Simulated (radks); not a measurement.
The numbers below are computed, except where a source is named.
The nuclear charge of the rubidium ion Rb+ is varied continuously with 36 electrons held in [Kr]. Level of theory: scalar-relativistic Kohn-Sham, BLYP, spin-polarised, spherical densities, finite nucleus; Fermi nuclear charge, rms radius 4.2036 fm (a radial shooting solver on a logarithmic mesh with Libxc functionals). By the Hellmann-Feynman theorem dE/dZ = E(electron-nucleus)/Z, the electronic potential at the nucleus (averaged over a nucleus of fixed radius). The scalar-relativistic energy here is not variational (the density holds large components alone), so the two differ by a part that grows with Z.

Z,E (hartree),E(electron-nucleus)/Z (hartree),HOMO,e(HOMO) (eV),<r> HOMO (bohr)
36,-2790.68945,-186.958,4p,-9.093,1.952
36.1,-2809.45122,-187.661,4p,-10.208,1.924
36.2,-2828.28354,-188.364,4p,-11.353,1.897
36.3,-2847.18642,-189.066,4p,-12.526,1.872
36.4,-2866.15983,-189.768,4p,-13.726,1.847
36.5,-2885.20376,-190.470,4p,-14.953,1.824
36.6,-2904.31820,-191.172,4p,-16.206,1.801
36.7,-2923.50314,-191.873,4p,-17.486,1.779
36.8,-2942.75858,-192.575,4p,-18.790,1.758
36.9,-2962.08450,-193.277,4p,-20.121,1.738
37,-2981.48091,-193.978,4p,-21.476,1.718
37.1,-3000.94780,-194.680,4p,-22.855,1.699
37.2,-3020.48518,-195.381,4p,-24.259,1.681
37.3,-3040.09304,-196.083,4p,-25.686,1.663
37.4,-3059.77139,-196.784,4p,-27.137,1.646
37.5,-3079.52022,-197.486,4p,-28.612,1.629
37.6,-3099.33956,-198.187,4p,-30.109,1.612
37.7,-3119.22939,-198.889,4p,-31.630,1.596
37.8,-3139.18973,-199.590,4p,-33.174,1.581
37.9,-3159.22059,-200.292,4p,-34.740,1.566
38,-3179.32197,-200.994,4p,-36.328,1.551

The central difference of E at Z = 37 is -194.317 hartree, to compare with the third column; the second derivative is -7.05 hartree.
